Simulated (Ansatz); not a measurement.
`O[SiH](F)[SiH3]` + HCl → `O[SiH]([SiH3])Cl` + H–F at 400 K and 1 bar (ligand exchange at the Si–F bond).

Calculated with Ansatz (gas phase, PBE0-D4/def2-TZVP geometries, no zero-point term in ΔE). CBS: MP2 limit from def2 TZ/QZ plus the TZ coupled-cluster correction, frozen cores. This one scheme is used for every species. Each species was taken in one conformer, which may not be the lowest.

```tsv
species	CCSD(T)/CBS energy (Eh)	H − E (kJ/mol)	S (J/(mol·K))
`O[SiH](F)[SiH3]`	-756.23815	165.6	373.8
HCl	-460.38127	29.6	195.4
`O[SiH]([SiH3])Cl`	-1116.20942	163.7	387.0
H–F	-100.39570	36.5	182.2
```

H − E and S are ideal-gas, rigid-rotor, harmonic terms from PBE0-D4/def2-TZVP, for one conformer and one mirror image of each species. 1 Eh = 2625.50 kJ/mol, R = 8.31446 J/(mol·K).

**Question.** By hand: ΔE, ΔH, ΔS and ΔG.

**Answer.** ΔE = (-1116.20942) + (-100.39570) − (-756.23815) − (-460.38127) = 0.01430 Eh = 37.5 kJ/mol. Δ(H − E) = 163.7 + 36.5 − 165.6 − 29.6 = 5.0, so ΔH = 42.5 kJ/mol. ΔS = 387.0 + 182.2 − 373.8 − 195.4 = 0.0 J/(mol·K). ΔG = 42.5 − 400 × (0.0)/1000 = 42.5 kJ/mol.

**Question.** By hand: the equilibrium constant, and the temperature at which ΔG would vanish if ΔH and ΔS stayed fixed.

**Answer.** log₁₀ K = −ΔG/(RT ln 10) = -5.5. With ΔH or ΔS at zero there is no such temperature.

The number of gas molecules stays the same, so ΔS is small and ΔH decides. A doubt of 5 kJ/mol in ΔE shifts log₁₀ K by 0.7 here. Other conformers and mirror images would add mixing entropy, several J/(mol·K) or more a flexible species. These are equilibria of isolated gas molecules and say nothing of rates. Largest T1 diagnostic: 0.013 (customary marks: 0.02 for closed shells, 0.045 for open ones).

ΔS is within the doubt of such terms, so its sign, and with it that verdict, could turn.
